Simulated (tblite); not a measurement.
Species: C₆H₆N (doublet state).
Geometry (GFN2-xTB, Å), atoms numbered from 1 in this order:
```
atom  x, y, z in Å
C1    -2.329    0.165    1.341
C2    -1.627   -0.331    0.508
C3    -0.713   -0.839   -0.503
C4     0.469    0.080   -0.625
N5     0.259    1.307   -1.245
C6     1.704   -0.289   -0.168
C7     2.795   -0.636    0.243
H8    -2.960    0.562    2.079
H9    -0.377   -1.839   -0.216
H10   -1.242   -0.905   -1.461
H11   -0.685    1.660   -1.170
H12    0.969    2.003   -1.068
H13    3.732   -0.936    0.604
```

The geometry is computed with GFN2-xTB (gas phase). This method treats the open shell by occupation alone, without spin polarisation.

Take the most abundant isotopes and a rigid rotor. The values belong to one conformer with, in the numbering `[CH:1]#[C:2][CH2:3][C:4]([NH2:5])[C:6]#[CH:7]`, C2–C3–C4–N5 -73°.

(1) What are A, B and C (cm⁻¹)?

(2) What kind of rotor is it?

(3) Is it planar, by Δ = Ic − Ia − Ib?

Results:

(1) Ia = 104.23, Ib = 300.37, Ic = 348.28 u·Å²; 505379 MHz·u·Å²/I gives 4849, 1683 and 1451 MHz, that is A = 0.16173, B = 0.05612, C = 0.04840 cm⁻¹.

(2) An asymmetric top. Ray's parameter κ = (2B − A − C)/(A − C) = -0.864; −1 is the prolate and +1 the oblate limit.

(3) Not planar: Δ = Ic − Ia − Ib = -56.32 u·Å². For a rigid frame Δ = −2 Σ m c², so Σ m c² = 28.16 u·Å² lies off the ab plane: 8.45 from hydrogen and 19.71 from heavier atoms. The atom farthest from that plane is 1.78 Å away.

For this open shell read J as N, the rotation without spin; fine and hyperfine splittings come on top. Its GFN2-xTB frequencies are all real (lowest 29 cm⁻¹). These are rigid-rotor constants of the computed structure; measured ground-state constants (B0) also hold zero-point vibration.

On an Arm Neoverse V2 with one thread, on a shared host, this took 0.18 s wall. This is the geometry optimisation.
